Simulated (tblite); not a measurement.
Species: C5H15FSi2.
Cartesian coordinates in Å at the GFN2-xTB level; atoms count from 1:
```
atom  x, y, z in Å
C1     3.4722    0.3082    0.7180
C2     2.1653   -0.4574    0.8587
F3     1.8537   -0.5498    2.2072
C4     1.0055    0.2185    0.1338
C5    -0.2605   -0.6359    0.1349
C6    -1.4129   -0.0028   -0.6492
Si7   -2.0283    1.6330    0.1144
Si8   -2.8261   -1.2664   -0.8651
H9     3.3348    1.3415    1.0274
H10    4.2373   -0.1437    1.3444
H11    3.8030    0.2858   -0.3161
H12    2.2857   -1.4953    0.5193
H13    0.8062    1.1723    0.6248
H14    1.3132    0.4196   -0.8943
H15   -0.5684   -0.8102    1.1680
H16   -0.0155   -1.6120   -0.2979
H17   -1.0395    0.2279   -1.6542
H18   -2.3140    1.4292    1.5345
H19   -1.0336    2.7027   -0.0326
H20   -3.2396    2.0619   -0.5870
H21   -2.3014   -2.4558   -1.5459
H22   -3.3487   -1.6605    0.4434
H23   -3.8932   -0.6840   -1.6796
```

Level: GFN2-xTB in tblite, geometry and Hessian alike; calculated harmonic values, unscaled, isolated species. Against measured fundamentals such values can be off by several per cent, at times by over 20. Modes of hydrogen on silicon can be 10 to 20 % off. One conformer, not necessarily the lowest.

Harmonic wavenumbers (cm⁻¹): 28.0, 54.1, 82.0, 105.8, 121.2, 129.0, 175.3, 187.2, 233.3, 262.2, 305.0, 377.4, 452.0, 482.6, 510.7, 520.9, 524.1, 579.6, 681.3, 766.0, 779.6, 782.5, 786.3, 793.3, 803.3, 828.3, 845.2, 874.5, 947.2, 978.0, 1047.0, 1061.8, 1096.9, 1107.7, 1127.4, 1142.9, 1171.8, 1248.9, 1272.5, 1300.5, 1310.8, 1327.9, 1367.5, 1399.8, 1467.5, 1477.5, 1489.6, 1502.1, 2219.0, 2229.9, 2252.4, 2261.5, 2267.2, 2273.2, 2898.5, 2899.9, 2928.6, 2975.4, 2984.8, 2997.2, 3044.6, 3048.9, 3054.9.

A = 2202, B = 579.8, C = 515.8 MHz; mass 150.070 u (most abundant isotopes); point group C1, symmetry number 1.

Q: Zero-point energy?

A: Half the sum of the wavenumbers: 39126 cm⁻¹ = 468.05 kJ/mol.

Q: What is S at 200 K and 1 bar for an ideal gas of classical rigid rotors and harmonic oscillators?

A: Translation 163.05, rotation 122.92, vibration 116.78: S = 402.8 J/(mol K).

Q: And Cp and H(200 K) − H(0)?

A: Cp = 148.80 J/(mol K), of which vibrations give 115.54 (their classical limit is 63 R = 523.8); H(200 K) − H(0) = 18.85 kJ/mol without the zero-point energy, 12.20 from vibrations.

Q: Blend soft modes into free rotors: weight 1/[1 + (100 cm⁻¹/ν̃)⁴] for the oscillator and the rest for a rotor with moment μB/(μ + B), μ = h/(8π²ν), B = 10⁻⁴⁴ kg m². What vibrational entropy results?

A: 106.42 J/(mol K) in place of 116.78, which changes −T·S at 200 K by +2.07 kJ/mol.

Q: Which modes carry the vibrational entropy at 200 K?

A: 28.0 cm⁻¹: 21.65; 54.1 cm⁻¹: 16.21; 82.0 cm⁻¹: 12.82; 105.8 cm⁻¹: 10.78; 121.2 cm⁻¹: 9.71; 129.0 cm⁻¹: 9.23 J/(mol K); the other 57 give 36.38 together.

Q: How do the functions run with temperature in this model?

A: 
| T (K) | S (J/(mol K)) | Cp (J/(mol K)) | H − H(0) (kJ/mol) | G − H(0) (kJ/mol) | ln q(vib) |
| --- | --- | --- | --- | --- | --- |
| 50 | 263.0 | 66.9 | 2.39 | -10.77 | 1.05 |
| 100 | 319.5 | 97.6 | 6.55 | -25.40 | 2.93 |
| 298.15 | 472.0 | 201.7 | 36.05 | -104.68 | 10.24 |
| 373.15 | 521.5 | 240.0 | 52.64 | -141.95 | 12.86 |
| 500 | 599.7 | 295.3 | 86.72 | -213.13 | 17.21 |
| 750 | 735.3 | 373.2 | 171.01 | -380.50 | 25.34 |
| 1000 | 850.2 | 424.4 | 271.14 | -579.08 | 32.81 |

q(vib) and H(0) count from the zero-point level.

Q: What must be added to the electronic energy to get the Gibbs energy at 200 K and 1 bar?

A: ZPE + [H(200 K) − H(0)] − T·S = 468.05 + 18.85 − 80.55 = 406.35 kJ/mol.

Hindered rotation and anharmonicity are outside this model. Other conformers, if any are populated, would add a mixing term that is left out. The structure is chiral; the term R ln 2 for an equal mix with its mirror image is left out.

On one thread of an Intel Xeon at 2.50 GHz (shared host), this took 3.5 s wall. This covers the Hessian and the dipole derivatives.
